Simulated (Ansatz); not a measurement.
Cost and result for the atomization energy of `O[SiH](O)[AlH2]` (9 atoms, 8 bonds).

Z-matrix (Å, degrees):
```
Si
O 1 1.656
Al 1 2.480 2 110.2
O 1 1.656 2 113.0 3 -123.8
H 1 1.482 2 103.7 3 124.6
H 2 0.958 1 118.1 3 47.2
H 3 1.597 1 118.6 2 -62.5
H 3 1.590 1 123.5 2 117.5
H 4 0.958 1 118.1 2 76.5
```

Charge 0, multiplicity 1. All single points use the PBE0-D4/def2-TZVP geometry. It is one conformer, not always the lowest. Program: Ansatz. All runs use 2 threads of an AMD EPYC 7B13 on a shared host. Times are those of one run each, without the atoms' runs, and a repeat can differ threefold. Electronic energies, without spin–orbit coupling; frozen cores. CCSD(T)/CBS adds CCSD(T) − MP2 in def2-TZVPP to the MP2 limit, and its time is that of the two runs behind it. T1 = 0.013.

CCSD(T)/CBS is a level of theory with its own doubt, some kJ/mol a heavy atom from the limit and from the frozen cores, so smaller differences don't rank the functionals.

| level | functions | wall time |
| --- | --- | --- |
| LDA (SPW92)/def2-TZVPP | 216 | 1.5 s |
| BLYP-D4/def2-TZVPP | 216 | 2.3 s |
| PBE0-D4/def2-TZVPP | 216 | 2.8 s |
| PBE-D4/def2-TZVPP (with forces) | 216 | 2.9 s |
| CCSD(T)/def2-SVP | 89 | 3.2 s |
| CAM-B3LYP-D4/def2-TZVPP | 216 | 3.6 s |
| r2SCANh-D4/def2-TZVPP | 216 | 4.7 s |
| PBE-QIDH/def2-TZVPP | 216 | 6 s |
| B97M-V/def2-TZVPP | 216 | 8 s |
| ωB97M-V/def2-TZVPP (with forces) | 216 | 11 s |
| MP2/def2-QZVPP | 404 | 18 s |
| CCSD(T)/def2-TZVPP | 216 | 69 s |
| CCSD(T)/CBS(def2) | – | 87 s |

Problem. What atomization energy does each give, and how far from CCSD(T)/CBS? (An estimate is asked.)

Solution. Computed: 
```tsv
level	atomization (kJ/mol)	difference from CCSD(T)/CBS	per bond
LDA (SPW92)/def2-TZVPP	3317.9	367.3	45.9
BLYP-D4/def2-TZVPP	2908.6	-42.0	-5.3
PBE0-D4/def2-TZVPP	2876.6	-74.0	-9.3
PBE-D4/def2-TZVPP (with forces)	2930.5	-20.1	-2.5
CCSD(T)/def2-SVP	2683.5	-267.1	-33.4
CAM-B3LYP-D4/def2-TZVPP	2936.3	-14.3	-1.8
r2SCANh-D4/def2-TZVPP	2905.8	-44.8	-5.6
PBE-QIDH/def2-TZVPP	2875.7	-74.9	-9.4
B97M-V/def2-TZVPP	2949.4	-1.2	-0.2
ωB97M-V/def2-TZVPP (with forces)	2932.0	-18.6	-2.3
MP2/def2-QZVPP	2958.9	8.3	1.0
CCSD(T)/def2-TZVPP	2855.9	-94.7	-11.8
CCSD(T)/CBS(def2)	2950.6	0.0	0.0
```

The D4 term adds +26.1 kJ/mol with B3LYP and +13.7 kJ/mol with PBE0; it sums over pairs of atoms, weighted by their polarisabilities, and B3LYP, whose exchange is more repulsive, gets the larger term. At CCSD(T), def2-SVP lies −267.1 kJ/mol from the extrapolated value and def2-TZVPP −94.8 kJ/mol: correlation converges slowly with the basis, and small sets miss more of it in the bonded molecule than in its fragments. From BLYP to BHLYP (50 % exact exchange), in def2-TZVPP and without D4, the atomization energy moves by −66.9 kJ/mol: exact exchange takes away binding that semilocal exchange gives to molecules.

B3LYP here is the variant with VWN-RPA as its local correlation; programs differ in this.
